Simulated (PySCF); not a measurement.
# Electron correlation in I (iodine, neutral)

[Kr] 4d10 5s2 5p4 6s1, 6s spin antiparallel (an excited configuration). Computed with PySCF 2.14 in aug-cc-pV5Z-PP with ECP28MDF (8s8p6d4f3g2h, 139 functions), with scalar relativity through the core potential. Frozen: 4s2 4p6 4d10; 7 electrons correlated.

MP2 pair energies summed by pair of shells (mhartree):

```csv
pair,energy,share (%)
5s-5p,-48.01,41.4
5p-5p,-46.70,40.3
5p-6s,-10.81,9.3
5s-5s,-8.33,7.2
5s-6s,-2.05,1.8
```

Total MP2 correlation energy: -115.91 mhartree.

Same-spin part -24.83 and opposite-spin part -91.08 mhartree; SCS-MP2 scales them by 1/3 and 6/5 to -117.58 mhartree.
